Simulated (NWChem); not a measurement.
Molecule: C2H2F2; SMILES F/C=C\F

All runs: NWChem. Geometry: optimised at B3LYP/6-31G* (spherical d). Level: B3LYP/def2-SVP with COSMO at NWChem's default radii, gas-phase geometry; rows give the dielectric constant.

For dielectric constant 78.4:

```
Quantity                                   Result
-----------------------------------------  ------
electrostatic solvation energy (kcal/mol)    -3.2
dipole in solution (D)                       2.76
```

Q: Estimate the same quantities for dielectric constant 1.5.

A: 
| Property | Result |
|---|---|
| electrostatic solvation energy (kcal/mol) | -1.0 |
| dipole in solution (D) | 2.42 |
